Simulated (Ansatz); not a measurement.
`F[SiH2]B[SiH3]` → B• + F• + 6 H• + 2 Si•  (atomization)

Program: Ansatz. Geometries: PBE0-D4/def2-TZVP. ΔE: electronic, gas phase. CBS: MP2 limit from def2 TZ/QZ plus the TZ coupled-cluster correction, frozen cores. This one scheme is used for every species, atoms too. Functionals use def2-TZVPP. B3LYP here is the variant with VWN-RPA as its local correlation; programs differ in this. Open shells (•) are unrestricted, without spin–orbit coupling. Spin–orbit coupling would lower the free atoms: a little for B, F, Si. One conformer a species, not always the lowest.

`F[SiH2]B[SiH3]`:

Z-matrix (Å, degrees):
```
Si
B 1 1.996
F 1 1.608 2 113.1
H 1 1.490 2 109.7 3 119.7
H 1 1.489 2 110.6 3 -120.1
Si 2 2.004 1 125.2 3 1.9
H 2 1.199 1 115.5 3 178.3
H 6 1.488 2 114.2 1 -157.3
H 6 1.496 2 103.7 1 85.4
H 6 1.487 2 113.4 1 -31.5
```

Problem. What is ΔE at CCSD(T)/CBS? (Best estimate.)

Solution. Ansatz gave: +753.7 kcal/mol.

Problem. What do these levels give: B3LYP-D4, r2SCAN0-D4, r2SCANh, CCSD(T)/def2-SVP, HF/def2-TZVPP, CCSD/def2-TZVPP? (An estimate is asked.)

Solution. The calculation gave: B3LYP-D4 754.1, r2SCAN0-D4 748.2, r2SCANh 751.4, CCSD(T)/def2-SVP 704.3, HF/def2-TZVPP 585.3, CCSD/def2-TZVPP 728.6 kcal/mol.

Largest T1 diagnostic among the species: 0.014.

From r2SCAN to r2SCAN0 (25 % exact exchange), in def2-TZVPP and without D4, ΔE moves by −7.8 kcal/mol: exact exchange takes away binding that semilocal exchange gives to molecules. Leaving LDA and LC-ωPBE aside and taking each functional with its dispersion term where it has one, the values, not all of them listed here, spread over 23.0 kcal/mol, from revPBE-D4 to B97M-V. LDA lies +89.8 kcal/mol from PBE without D4, its usual overbinding.

For atomizations the MP2-based limit and the directly extrapolated one differ by several kJ/mol either way, and by 10 to 25 for some Ge, Se and Sn compounds, so smaller differences from it don't rank the levels.
